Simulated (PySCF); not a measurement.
In(F)(vinyl)(NH2) (C₂H₅FInN), SMILES C=[CH][In]([NH2])[F].

Geometry optimised at PBE-D3(BJ)/def2-SVP. The structure was generated by enumeration; whether it is a known compound was not checked. The def2 effective core potentials stand for the cores of In; spin–orbit coupling is left out. Other conformers were not sampled.

These are PBE-D3(BJ)/def2-SVP run with PySCF values and carry that method's errors.

Frequencies are harmonic and unscaled.

**Question.** List the normal modes with their intensities. (The exact figures need the calculation; the answer reports its results.)

**Answer.** 
| mode | ν (cm⁻¹) | IR (km/mol) | moving atoms (share of kinetic energy) |
|---|---|---|---|
| 1 | 47 | 1.7 | C 41 %, H 33 %, F 20 % |
| 2 | 70 | 1.7 | C 27 %, N 27 %, H 18 %, F 15 %, In 14 % |
| 3 | 127 | 5.3 | In 26 %, H 24 %, N 22 %, C 15 %, F 13 % |
| 4 | 130 | 13.6 | F 51 %, N 26 %, H 11 %, In 11 % |
| 5 | 247 | 10.5 | H 75 %, C 17 % |
| 6 | 255 | 18.4 | C 51 %, H 37 % |
| 7 | 423 | 110.0 | H 50 %, N 39 %, C 10 % |
| 8 | 439 | 23.9 | H 67 %, C 32 % |
| 9 | 498 | 55.7 | C 58 %, H 31 % |
| 10 | 570 | 61.3 | F 85 %, In 14 % |
| 11 | 591 | 28.7 | N 54 %, H 34 %, In 12 % |
| 12 | 769 | 26.9 | H 90 %, N 9 % |
| 13 | 939 | 28.0 | H 72 %, C 28 % |
| 14 | 958 | 7.3 | H 87 %, C 13 % |
| 15 | 1000 | 13.0 | H 94 % |
| 16 | 1196 | 23.7 | H 74 %, C 26 % |
| 17 | 1367 | 7.4 | H 84 %, C 16 % |
| 18 | 1471 | 8.3 | H 91 %, N 9 % |
| 19 | 1605 | 2.1 | C 85 %, H 15 % |
| 20 | 3038 | 14.6 | H 95 % |
| 21 | 3090 | 3.9 | H 91 %, C 9 % |
| 22 | 3129 | 5.8 | H 90 %, C 10 % |
| 23 | 3431 | 11.3 | H 96 % |
| 24 | 3538 | 11.1 | H 92 %, N 8 % |
